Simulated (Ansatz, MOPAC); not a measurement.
Molecule: SiH3S2Cl2, net charge 1, singlet state. SMILES: S[Si]([SH2+])(Cl)Cl

Atoms: S1, Si2, S3, Cl4, Cl5, H6, H7, H8. Bonds: S1-Si2, S1-H6, Si2-S3, Si2-Cl4, Si2-Cl5, S3-H7, S3-H8.

Bond lengths (Å) and angles (degrees) optimised at PM3 with MOPAC; HF/STO-3G with Ansatz (a quantum-chemistry and plane-wave program); MP2/6-31G* with Ansatz, each started from the B3LYP-D3(BJ)/def2-TZVP structure (Ansatz) of the last column. A row stands for all coordinates that are equal there; 11 of 16 kinds are shown. 6-31G* holds six Cartesian d functions. No wavenumbers were computed at HF/STO-3G, MP2/6-31G*, so these may be saddle points.

```csv
coordinate,PM3,HF/STO-3G,MP2/6-31G*,B3LYP-D3(BJ)/def2-TZVP
S1-Si2,2.121,2.096,2.081,2.082
S1-H6,1.319,1.336,1.346,1.349
Si2-S3,2.465,2.292,2.331,2.356
Si2-Cl4,2.011,2.066,2.000,2.004
Si2-Cl5,2.016,2.066,2.004,2.007
S3-H7,1.294,1.343,1.346,1.351
S1-Si2-S3,102.1,109.4,111.8,110.5
S1-Si2-Cl4,114.0,114.4,111.3,112.2
S1-Si2-Cl5,121.6,118.0,117.0,117.4
S3-Si2-Cl4,104.0,100.6,98.7,98.5
S3-Si2-Cl5,100.2,99.6,99.1,99.0
```

Mean signed difference of all 7 bond lengths from B3LYP-D3(BJ)/def2-TZVP: PM3 0.003 Å, HF/STO-3G 0.006 Å, MP2/6-31G* -0.006 Å.
